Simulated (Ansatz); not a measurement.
CH4BFO2S. Charge 0, multiplicity 1. The bonds changed during the relaxation, so this is another structure than the one it started from. The geometry is a stationary point of PBE0-D4/def2-TZVP. It is one conformer, not always the lowest.

```xyz
10

O     0.724    1.141    0.658
C     0.070    0.013    0.547
O    -0.875   -0.255    1.410
S    -0.930   -0.094   -1.729
B     0.404   -1.018   -0.618
F     1.690   -0.939   -1.089
H     0.341    1.759    1.297
H    -1.207    0.519    1.887
H    -0.168    0.982   -1.989
H    -0.050   -2.107   -0.374
```

Question: What is the dipole moment at r2SCAN/def2-TZVPP? (Best estimate.)

Answer: Computed: 6.94 D, with components (-1.67, 4.46, 5.05) D in this frame, pointing from negative to positive charge.

Question: And with PBE, B3LYP, ωB97M-V? (Best estimate.)

Answer: Computed: PBE 6.78 D, B3LYP 7.00 D, ωB97M-V 7.24 D.

Question: Give the Mulliken charges with r2SCAN, B3LYP, PBE in def2-TZVPP. (Estimate.)

Answer: The calculation gave: 
```tsv
atom	r2SCAN	B3LYP	PBE
O1	-0.19	-0.17	-0.13
C2	0.33	0.33	0.26
O3	-0.18	-0.16	-0.12
S4	-0.26	-0.28	-0.26
B5	0.23	0.19	0.13
F6	-0.34	-0.33	-0.28
H7	0.19	0.18	0.18
H8	0.19	0.18	0.18
H9	0.10	0.10	0.11
H10	-0.07	-0.05	-0.06
```

B3LYP here is the variant with VWN-RPA as its local correlation; programs differ in this.
